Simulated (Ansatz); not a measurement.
A run for Ansatz (a program for electronic structure): R-wB97X-V/def2-TZVPP on H2S2Se (SMILES S[Se]S), a point of a torsion scan.

Ansatz 0.2 input:
```yaml
crystal:
  periodic: [false, false, false]
  atoms:
    - {symbol: S, position_ang: [1.69267780, -0.51469243, -0.62572788]}
    - {symbol: Se, position_ang: [-0.46337415, -0.52895564, -1.04424630]}
    - {symbol: S, position_ang: [-1.38746724, -0.58598479, 0.93066744]}
    - {symbol: H, position_ang: [1.72218494, 0.62294203, 0.07687901]}
    - {symbol: H, position_ang: [-1.50056643, 0.73660158, 1.10451206]}
basis:
  gaussian:
    orbitals: def2-TZVPP
hamiltonian:
  xc: {name: wB97X-V}
scf: {lower_state_search: off}
```

Program output:

```
WARN ansatz: RAYON_NUM_THREADS=1 ignored (pool sized by the plan → 1); use --threads N
Functional definition: wB97X-V
these checks for a lower state are left out or cut short: stability, starts, cluster_reference, orbital_swaps, neighbouring_geometries, increment
integrals: 0.12 GiB planned
1109 factors; their error is unknown
integrals: 0.16 GiB planned
191 factors; integrals over basis functions are off by at most 3.3e-5 eV
mean field: 0.97 GiB planned
mean field evaluation 1: about -87043.7860 eV, gradient 1.6e1 eV
mean field evaluation 2: about -87044.2264 eV, gradient 1.3e1 eV
mean field evaluation 4: about -87044.4996 eV, gradient 7.5e-1 eV
mean field evaluation 8: about -87044.7790 eV, gradient 3.1e-1 eV
mean field evaluation 16: about -87044.7791 eV, gradient 5.6e-5 eV
mean field -87044.77913656 eV, -3198.8366321980 hartree, gradient 5.6e-6 eV, S^2 0.000000; 0 other end points of the search recorded, 0 dependent functions left out
reference -87044.77913498 eV, -3198.8366321402 hartree; 34, 34 occupied and 126, 126 virtual orbitals, 1109 factors
Total energy: -87044.77913498 eV, -3198.8366321402 hartree
Checks for a lower state left out: stability, starts, cluster_reference, orbital_swaps, neighbouring_geometries, increment
```

Self-consistency was reached.

Cost: about 5 core-seconds (a rough figure).
